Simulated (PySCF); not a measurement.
**Stationary points of Si(OH)₃**

Level of theory: PBE0 in PySCF with Si def2-SVP, O def2-SVP, H def2-SVP; no relativity; density-fitted integrals.

Relaxations began from a few typed shapes; open shells are unrestricted. The search is not exhaustive: other isomers or separated fragments can lie lower, and high-lying points may rest on an excited occupation.

| spin | group | bonds | angles | imaginary modes (cm⁻¹) | ΔE (kJ/mol) | ΔE with ZPE (kJ/mol) |
| --- | --- | --- | --- | --- | --- | --- |
| doublet | C3 | O–H 0.962 Å (×3), Si–O 1.660 Å (×3) | H–O–Si 115.7° (×3), O–Si–O 108.1° (×3) | none | 0.0 | 0.0 |
| doublet | C3h | O–H 0.971 Å (×3), Si–O 1.666 Å (×3) | H–O–Si 116.6° (×3), O–Si–O 120.0° (×3) | 915i, 155i, 155i | 152.4 | – |

The lowest minimum found is the doublet C3: O–H 0.962 Å (×3), Si–O 1.660 Å (×3); H–O–Si 115.7° (×3), O–Si–O 108.1° (×3).
